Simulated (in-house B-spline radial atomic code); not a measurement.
A radial electron density 4πr²n(r) was computed for an atom or ion in its tabulated ground configuration with a B-spline radial code for spherical atoms; method: non-relativistic Hartree-Fock, average of configuration. Columns: r (bohr), 4πr²n(r) (electrons per bohr), bar.

```
 0.00228    1.051 #
  0.0028    1.536 ##
 0.00343     2.22 ##
 0.00421    3.192 ###
 0.00517    4.545 #####
 0.00635    6.389 #######
 0.00779    8.821 #########
 0.00957    11.97 #############
  0.0117    15.75 #################
  0.0144    20.32 #####################
  0.0177    25.24 ###########################
  0.0217    29.97 ################################
  0.0266    33.84 ####################################
  0.0327    36.05 ######################################
  0.0401       36 ######################################
  0.0493    33.83 ####################################
  0.0605     30.8 #################################
  0.0742       29 ###############################
  0.0911    30.29 ################################
   0.112    34.88 #####################################
   0.137    40.01 ##########################################
   0.168     41.7 ############################################
   0.207    37.09 #######################################
   0.254    28.28 ##############################
   0.311    20.98 ######################
   0.382    19.45 #####################
   0.469    22.56 ########################
   0.576     24.8 ##########################
   0.707    22.36 ########################
   0.868    16.22 #################
    1.06    9.889 ##########
    1.31    5.148 #####
     1.6     2.75 ###
    1.97    1.606 ##
    2.42    1.071 #
    2.97   0.7227 #
    3.64   0.4358 
    4.47   0.2121 
    5.49  0.07765 
    6.73  0.02018 
    8.26  0.00337 
    10.1 0.0003458
```

**Question.** Which atom or ion is it?
A. Zn
B. Zn+
C. As+
D. Ni

**Answer.** A. The area under the curve, ∫4πr²n dr = ∫r·4πr²n d(ln r) on this logarithmic grid, is 30 electrons, which only this option has. The configuration is [Ar] 3d10 4s2.
